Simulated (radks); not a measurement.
Values are calculated unless marked as measured or tabulated.
F1.8+, configuration [He] 2s2 2p3.2 (fractional occupations, a model configuration). Level of theory: scalar-relativistic Kohn-Sham, PBE, spin-unpolarised, spherical densities, point nucleus (a radial shooting solver on a logarithmic mesh with Libxc functionals). Some entries of the table are withheld. Estimate them.

orbital  occ.  eigenvalue (eV)  <1/r> (bohr^-1)  <r> (bohr)
1s          2        -704.6229            8.634      0.1762
2s          2         -63.6501              (1)      0.9266
2p        3.2         -44.6086            1.454         (2)

Answer. 
(1) 2s <1/r> (bohr^-1): 1.571
(2) 2p <r> (bohr): 0.9119
